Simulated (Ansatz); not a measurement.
Reaction (ligand exchange at a B–S bond): `NB(F)S` + CH₃OH → `COB(N)F` + H₂S

Isolated molecules relaxed with PBE0-D4/def2-TZVP in Ansatz; ΔE leaves out vibrations. CCSD(T)/CBS is frozen-core, at the limit of the def2 triple- and quadruple-zeta sets. DFT in def2-TZVPP. Each species was taken in one conformer, which may not be the lowest.

`NB(F)S`:

Cartesian coordinates in Å:
```
N -0.893 -0.697 0.373
B 0.280 -0.061 -0.032
F 1.427 -0.749 -0.032
S 0.278 1.686 -0.561
H -1.790 -0.247 0.399
H -0.896 -1.658 0.665
H 1.594 1.726 -0.812
```

CH₃OH:

Z-matrix (Å, degrees):
```
C
O 1 1.409
H 1 1.097 2 112.4
H 1 1.090 2 107.0 3 -118.5
H 1 1.097 2 112.4 3 123.0
H 2 0.959 1 108.5 3 -61.6
```

`COB(N)F`:

Z-matrix (Å, degrees):
```
C
O 1 1.412
H 1 1.093 2 111.5
H 1 1.090 2 107.5 3 -119.4
H 1 1.094 2 111.4 3 121.4
B 2 1.359 1 120.4 3 -58.5
F 6 1.345 2 120.1 1 0.2
N 6 1.400 2 120.7 1 -179.8
H 8 1.003 6 122.4 2 -180.0
H 8 1.003 6 122.2 2 0.0
```

H₂S:

```xyz
3

S     0.193   -0.353   -0.471
H    -0.048   -0.587    0.828
H    -0.144    0.940   -0.357
```

```tsv
level	ΔE (kJ/mol)
ωB97X-V	-65.2
ωB97M-V	-66.9
CCSD(T)/def2-TZVPP	-67.7
CCSD/CBS(def2)	-69.4
```

Question: What does CCSD(T)/CBS give? (Estimate.)

Answer: Ansatz gave: -66.0 kJ/mol. The listed levels differ from it by 0.8, -0.9, -1.7, -3.4 kJ/mol.

Largest T1 diagnostic among the species: 0.012.

From PBE to PBE0 (25 % exact exchange), in def2-TZVPP and without D4, ΔE moves by −4.3 kJ/mol. In def2-TZVPP, CCSD(T) changes the Hartree–Fock value by +13.0 kJ/mol (the triples alone add +2.8 kJ/mol) and MP2 by +16.9 kJ/mol.
